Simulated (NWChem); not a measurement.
System: 1,1,1-trifluoroethane (C₂H₃F₃); SMILES FC(F)(C)F

The following NWChem deck was run.

```
start job
memory heap 200 mb stack 700 mb global 900 mb
geometry units angstroms noautosym nocenter noautoz
  C      0.000000     0.000000    -1.477291
  C      0.000000     0.000000     0.029437
  F     -0.887907    -0.889998     0.525909
  F     -0.326807     1.213949     0.525909
  F      1.214714    -0.323951     0.525909
  H      0.268358    -0.993676    -1.843313
  H      0.726369     0.729243    -1.843313
  H     -0.994728     0.264433    -1.843313
end
basis spherical
  C library def2-svp
  F library def2-svp
  H library def2-svp
end
dft
  xc b3lyp
  iterations 150
  mulliken
end
task dft energy
esp
  recalculate
  probe 0.07
  range 0.3
  factor 1.0
  spacing 0.02
end
task esp
```

NWChem printed, in part:

```
             Northwest Computational Chemistry Package (NWChem) 7.3.0
             --------------------------------------------------------

                             Geometry "geometry" -> ""
                             -------------------------

 Output coordinates in angstroms (scale by  1.889725989 to convert to a.u.)

  No.       Tag          Charge          X              Y              Z
 ---- ---------------- ---------- -------------- -------------- --------------
    1 C                    6.0000     0.00000000     0.00000000    -1.47729100
    2 C                    6.0000     0.00000000     0.00000000     0.02943700
    3 F                    9.0000    -0.88790700    -0.88999800     0.52590900
    4 F                    9.0000    -0.32680700     1.21394900     0.52590900
    5 F                    9.0000     1.21471400    -0.32395100     0.52590900
    6 H                    1.0000     0.26835800    -0.99367600    -1.84331300
    7 H                    1.0000     0.72636900     0.72924300    -1.84331300
    8 H                    1.0000    -0.99472800     0.26443300    -1.84331300

 Effective nuclear repulsion energy (a.u.)     200.6084800132

                                 NWChem DFT Module
                                 -----------------

 Summary of "ao basis" -> "ao basis" (spherical)
 ------------------------------------------------------------------------------
       Tag                 Description            Shells   Functions and Types
 ---------------- ------------------------------  ------  ---------------------
 C                          def2-svp                 6       14   3s2p1d
 F                          def2-svp                 6       14   3s2p1d
 H                          def2-svp                 3        5   2s1p

            General Information
            -------------------
          SCF calculation type: DFT
          Wavefunction type:  closed shell.
          No. of atoms     :     8
          No. of electrons :    42
           Alpha electrons :    21
            Beta electrons :    21
          Charge           :     0
          Spin multiplicity:     1
          Use of symmetry is: off; symmetry adaption is: off
          Maximum number of iterations: 150
          AO basis - number of functions:    85
                     number of shells:    39
          Convergence on energy requested:  1.00D-06
          Convergence on density requested:  1.00D-05
          Convergence on gradient requested:  5.00D-04

              XC Information
              --------------
                         B3LYP Method XC Potential
                     Hartree-Fock (Exact) Exchange  0.200
                        Slater Exchange Functional  0.800 local
                    Becke 1988 Exchange Functional  0.720 non-local
              Lee-Yang-Parr Correlation Functional  0.810
                  VWN I RPA Correlation Functional  0.190 local

             Grid Information
             ----------------
          Grid used for XC integration:  medium
          Radial quadrature: Mura-Knowles
          Angular quadrature: Lebedev.
          Tag              B.-S. Rad. Rad. Pts. Rad. Cut. Ang. Pts.
          ---              ---------- --------- --------- ---------
          C                   0.70       49           8.0       434
          F                   0.50       49           9.0       434
          H                   0.35       45           7.0       434
          Grid pruning is: on
          Number of quadrature shells:   380
          Spatial weights used:  Erf1

      Superposition of Atomic Density Guess
      -------------------------------------

 Sum of atomic energies:        -374.62499218

      Non-variational initial energy
      ------------------------------

 Total energy =    -376.419779
 1-e energy   =    -918.815322
 2-e energy   =     341.787063
 HOMO         =      -0.447507
 LUMO         =       0.133265

     ---------------------------------------------
      Total Density - Mulliken Population Analysis
     ---------------------------------------------

    Atom       Charge   Shell Charges
 -----------   ------   -------------------------------------------------------
    1 C    6     6.34   1.99  0.96  0.19  2.12  1.06  0.02
    2 C    6     4.71   1.99  0.82  0.14  1.22  0.40  0.14
    3 F    9     9.43   1.99  1.14  0.77  3.46  2.06  0.00
    4 F    9     9.43   1.99  1.14  0.77  3.46  2.06  0.00
    5 F    9     9.43   1.99  1.14  0.77  3.46  2.06  0.00
    6 H    1     0.89   0.67  0.20  0.03
    7 H    1     0.89   0.67  0.20  0.03
    8 H    1     0.89   0.67  0.20  0.03

   convergence    iter        energy       DeltaE   RMS-Dens  Diis-err
 ---------------- ----- ----------------- --------- --------- ---------
 d= 0,ls=0.0,diis     1   -377.1147328954 -5.78D+02  1.93D-02  1.50D+00
 d= 0,ls=0.0,diis     2   -377.0064836262  1.08D-01  1.02D-02  3.14D+00
 d= 0,ls=0.0,diis     3   -377.2745038374 -2.68D-01  1.21D-03  2.52D-02
 d= 0,ls=0.0,diis     4   -377.2759941060 -1.49D-03  4.92D-04  4.75D-03
 d= 0,ls=0.0,diis     5   -377.2763868651 -3.93D-04  8.05D-05  7.32D-05
  Resetting Diis
 d= 0,ls=0.0,diis     6   -377.2763960553 -9.19D-06  1.94D-05  4.63D-06
 d= 0,ls=0.0,diis     7   -377.2763966171 -5.62D-07  6.33D-06  1.62D-07

         Total DFT energy =     -377.276396617067
      One electron energy =     -920.500581059767
           Coulomb energy =      385.982884565819
    Exchange-Corr. energy =      -43.367180136315
 Nuclear repulsion energy =      200.608480013196

 Numeric. integr. density =       42.000002568322

                       DFT Final Molecular Orbital Analysis
                       ------------------------------------

 Vector   19  Occ=2.000000D+00  E=-4.082446D-01
              MO Center=  1.2D-01,  9.7D-02, -3.5D-01, r^2= 2.8D+00
   Bfn.  Coefficient  Atom+Function         Bfn.  Coefficient  Atom+Function
  ----- ------------  ---------------      ----- ------------  ---------------
    62     -0.319564  5 F  pz                48      0.298980  4 F  pz
    81     -0.225321  8 H  s                  4      0.219576  1 C  px
    65      0.214319  5 F  pz                71      0.211035  6 H  s
    51     -0.200517  4 F  pz                 5     -0.195252  1 C  py
    60      0.160403  5 F  px                47     -0.143851  4 F  py

 Vector   20  Occ=2.000000D+00  E=-4.044673D-01
              MO Center=  7.1D-06,  9.9D-06,  5.2D-01, r^2= 2.0D+00
   Bfn.  Coefficient  Atom+Function         Bfn.  Coefficient  Atom+Function
  ----- ------------  ---------------      ----- ------------  ---------------
    46      0.395776  4 F  px                61     -0.396024  5 F  py
    32     -0.290154  3 F  px                33      0.289474  3 F  py
    49     -0.265791  4 F  px                64      0.265957  5 F  py
    35      0.194858  3 F  px                36     -0.194402  3 F  py
    47      0.106542  4 F  py                60     -0.105612  5 F  px

 Vector   21  Occ=2.000000D+00  E=-3.846242D-01
              MO Center= -1.2D-06, -2.2D-07, -1.9D-01, r^2= 2.3D+00
   Bfn.  Coefficient  Atom+Function         Bfn.  Coefficient  Atom+Function
  ----- ------------  ---------------      ----- ------------  ---------------
     6      0.346909  1 C  pz                34     -0.307088  3 F  pz
    48     -0.307088  4 F  pz                62     -0.307087  5 F  pz
    20     -0.283436  2 C  pz                 3      0.211192  1 C  s
    37      0.206445  3 F  pz                51      0.206445  4 F  pz
    65      0.206445  5 F  pz                 9      0.179039  1 C  pz

[...]

                     NWChem Electrostatic Potential Fit Module
                     -----------------------------------------

 Atom parameters

 Number of atoms is                                    8
 Number of basis functions is                         85

 Grid parameters

 Maximum number of grid points is                  33926
 Number of grid points is                          33925
 Grid range                                     0.300000 nm
 Grid spacing                                   0.020000 nm
 Probe radius                                   0.070000 nm
 Atom radius factor                             1.000000

 Atomic radii

    1    0.100000
    6    0.147000
    9    0.128000
 FASTESP  F
  using M.O. file = ./job.movecs

    Atom              Coordinates                           Charge

                                                  ESP

    1 C     0.000000    0.000000   -0.147729   -0.361648
    2 C     0.000000    0.000000    0.002944    0.865979
    3 F    -0.088791   -0.089000    0.052591   -0.277454
    4 F    -0.032681    0.121395    0.052591   -0.277324
    5 F     0.121471   -0.032395    0.052591   -0.277353
    6 H     0.026836   -0.099368   -0.184331    0.109604
    7 H     0.072637    0.072924   -0.184331    0.108629
    8 H    -0.099473    0.026443   -0.184331    0.109568
                                            ------------
                                               -0.000000

 Dipole moment                                  0.911063

 Quadrupole moment Qxx                         -1.094300
                   Qyy                         -1.093569
                   Qzz                          2.187869

 RMS deviation kJ/mol                           0.042496

 RRMS %                                        19.867200
```

Level: B3LYP/def2-SVP. All runs use the structure optimised with B3LYP/6-31G* (spherical d).
